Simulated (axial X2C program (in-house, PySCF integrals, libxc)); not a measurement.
# Photoelectron levels of TaC⁻ by EOM-IP-CCSD

Computed with an axial X2C code built on PySCF integrals: two-component X2C with atomic mean-field Coulomb and Gaunt terms, Gaussian nuclei, basis Ta dyall-acv3z, C dyall-av3z with contracted cores.

R = 1.598 Å (0.920 times 1.737 Å, the PBE0 minimum at charge -1 for the lowest determinant).

Vertical detachment energies of TaC⁻ to the states of TaC:

| Ω of TaC | vertical detachment energy (eV) | above lowest (cm⁻¹) | ionised spinor | one-hole weight |
| --- | --- | --- | --- | --- |
| 1/2 | 1.934 | 0 | 34% Ta sσ, 30% C pσ, 28% Ta pσ | 0.96 |
| 1/2 | 2.845 | 7348 | 41% Ta dσ, 21% C pσ, 18% Ta sσ | 0.91 |
| 3/2 | 3.860 | 15537 | 47% Ta dπ, 45% C pπ | 0.90 |
| 1/2 | 4.020 | 16827 | 45% Ta dπ, 45% C pπ | 0.90 |

Question: What is the splitting of the first π pair in the table, and is it regular or inverted?

Answer: E(3/2) − E(1/2) = 15537 − 16827 = -1290 cm⁻¹ at EOM-IP-CCSD: inverted, Ω = 3/2 lower. Splittings at this level can be off by ten to twenty per cent.

This point took 20 s on 1 thread of Arm Neoverse V2, with other jobs on the host.

Reference electrons by ω block (each with its −ω partner): 1/2: 24, 3/2: 11, 5/2: 4, 7/2: 1. 18 electrons of TaC⁻ correlated (inner shells frozen), 84 natural virtual spinors (a truncated set); levels can be off by some tenths of an eV. Roots sought by Ω: (1/2: 4, 3/2: 3, 5/2: 1); the list ends where they run out and leaves out roots under 60 % one-particle weight. The solver can skip a root, and states that need a further excitation, which the method places far too high, are missing though they may lie low or lowest. T1 of the reference 0.029 (Lee–Taylor). Number of frozen shells: Ta 4 s, 3 p, 2 d, 1 f; C 1 s. Large amplitudes in the reference (orbital relaxation or multireference character) lower the reliability.
